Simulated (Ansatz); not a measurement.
`F[SiH](F)Br` + `F[SiH2][SnH3]` → `F[SiH2][SiH](F)Br` + `[F][SnH3]`  (redistribution)

Calculated with Ansatz (gas phase, PBE0-D4/def2-TZVP geometries, no zero-point term in ΔE). CBS: MP2 limit from def2 TZ/QZ plus the TZ coupled-cluster correction, frozen cores. Functionals use def2-TZVPP. Elements past krypton have def2 core potentials. For Br, Sn outer-core shells are correlated without core-valence functions, which leaves a few kJ/mol of doubt a bond. Scalar relativity is left out up to krypton. One conformer a species, not always the lowest.

CCSD(T)/CBS gives +130.9 kJ/mol.

Q: Another level gave +131.4 kJ/mol. Which?
A. PBE0/def2-TZVPP
B. ωB97X-V/def2-TZVPP
C. ωB97M-V/def2-TZVPP
D. PBE-D4/def2-TZVPP

A: C. ωB97M-V 131.4, PBE0 125.3, ωB97X-V 120.8, PBE-D4 115.3 kJ/mol.

Largest T1 diagnostic among the species: 0.014.

From BLYP to BHLYP (50 % exact exchange), in def2-TZVPP and without D4, ΔE moves by +15.3 kJ/mol. In def2-TZVPP, CCSD(T) changes the Hartree–Fock value by +3.3 kJ/mol (the triples alone add −1.5 kJ/mol) and MP2 by +9.0 kJ/mol.
